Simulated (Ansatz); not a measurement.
Total energies of Si2B8 from Ansatz at PBE0-D4/def2-TZVP, gas phase (1 Eh = 27.2114 eV = 2625.5 kJ/mol). The reference geometry is relaxed at PBE-D4/def2-SVP.

```xyz
10

B    -0.115    2.428   -0.330
B     0.027   -0.839    0.084
B     0.599    0.100    1.370
B    -0.680   -0.114   -1.556
B    -0.033   -2.453   -0.009
B    -0.624    1.485   -1.472
B    -0.571   -1.685   -1.263
B    -0.001    0.843   -0.027
Si    0.732   -1.829    1.730
Si    0.666    2.064    1.474
```

| state | geometry | energy (Eh) |
| --- | --- | --- |
| charge 0 singlet | reference | -777.16292 |
| charge 1 doublet | reference | -776.86845 |
| charge -1 doublet | reference | -777.26109 |
| charge 0 triplet | relaxed at PBE-D4/def2-SVP | -777.13349 |
| charge 0 quintet | relaxed at PBE-D4/def2-SVP | -777.08230 |
| free B atom (doublet) | – | -24.61828 |
| free Si atom (triplet) | – | -289.24943 |

Problem. Work out the vertical ionisation energy to the doublet.

Solution. E(charge 1 doublet) − E(charge 0 singlet) = -776.86845 − (-777.16292) = 0.29447 Eh = 8.01 eV. For comparison, −ε of the highest occupied level is 6.53 eV at this level, 1.48 eV less.

Problem. Work out the vertical electron affinity, to the doublet.

Solution. E(charge 0 singlet) − E(charge -1 doublet) = -777.16292 − (-777.26109) = 0.09817 Eh = 2.67 eV. The basis lacks diffuse functions, which makes affinities too small.

Problem. Give the fundamental gap IE − EA, the Mulliken electronegativity (IE + EA)/2 and the hardness (IE − EA)/2.

Solution. From the values in Eh: IE − EA = 0.29447 − 0.09817 = 0.19630 Eh = 5.34 eV; (IE + EA)/2 = 5.34 eV; (IE − EA)/2 = 2.67 eV. The HOMO–LUMO gap of the same run is 2.46 eV, 2.88 eV smaller than the fundamental gap.

Problem. Which of the charge 0 states is lowest, and how far above it are the others?

Solution. The singlet. triplet: -777.13349 − (-777.16292) = 0.02943 Eh = 77.3 kJ/mol; quintet: -777.08230 − (-777.16292) = 0.08062 Eh = 211.7 kJ/mol.

Problem. What is the binding energy per atom against free atoms?

Solution. Atoms: 8 × (-24.61828) + 2 × (-289.24943) = -775.44510 Eh. Binding: -775.44510 − (-777.16292) = 1.71782 Eh = 46.74 eV, or 4.67 eV for each of 10 atoms (no zero-point energy, no counterpoise term).

The restricted singlet is unstable towards broken spin symmetry in Hartree–Fock (as tested in another run); at PBE0-D4/def2-TZVP this wasn't settled.  

The structure comes from a short search, and lower isomers may exist.
